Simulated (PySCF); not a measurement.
**AlCl3: computed shieldings and shifts**

AlCl3, point group D3h.

Geometry:
| atom | x (Å) | y (Å) | z (Å) |
| --- | --- | --- | --- |
| Al1 | -0.003 | -0.001 | 0.000 |
| Cl2 | 2.076 | -0.033 | 0.016 |
| Cl3 | -1.006 | 1.820 | -0.024 |
| Cl4 | -1.067 | -1.787 | 0.009 |

GIAO calculations in PySCF on the PBE0-D3(BJ)/def2-SVP structure: isolated species, non-relativistic, equivalent atoms averaged; basis pcSseg-1 (pcSseg-2 on Al).

(1) Give the isotropic shieldings (ppm) with B3LYP, PBE, PBE0.

(2) And the chemical shifts, against references computed in the same way?

(3) Which part of the shielding of Cl2/Cl3/Cl4 depends on the functional?

Answers

(1) 
```csv
atoms,environment,B3LYP,PBE,PBE0
Cl2/Cl3/Cl4,chlorine bonded to Al,902,881,914
Al1,aluminium bonded to 3 Cl,399.1,395.0,409.4
HOMO–LUMO gap (eV),–,7.49,5.76,8.05
```

(2) 
```json
{"atoms": "Cl2/Cl3/Cl4", "nucleus, reference": "$^{35}$Cl, HCl", "B3LYP": "28", "PBE": "53", "PBE0": "29"}
{"atoms": "Al1", "nucleus, reference": "$^{27}$Al, [Al(H2O)6]3+", "B3LYP": "172.1", "PBE": "165.8", "PBE0": "166.8"}
```

(3) Diamagnetic: B3LYP 1149, PBE 1148, PBE0 1148 ppm; paramagnetic: B3LYP -246, PBE -267, PBE0 -234 ppm. The diamagnetic part, set mainly by inner electrons, hardly moves; the paramagnetic part goes with low-lying magnetically allowed excitations and carries the spread.
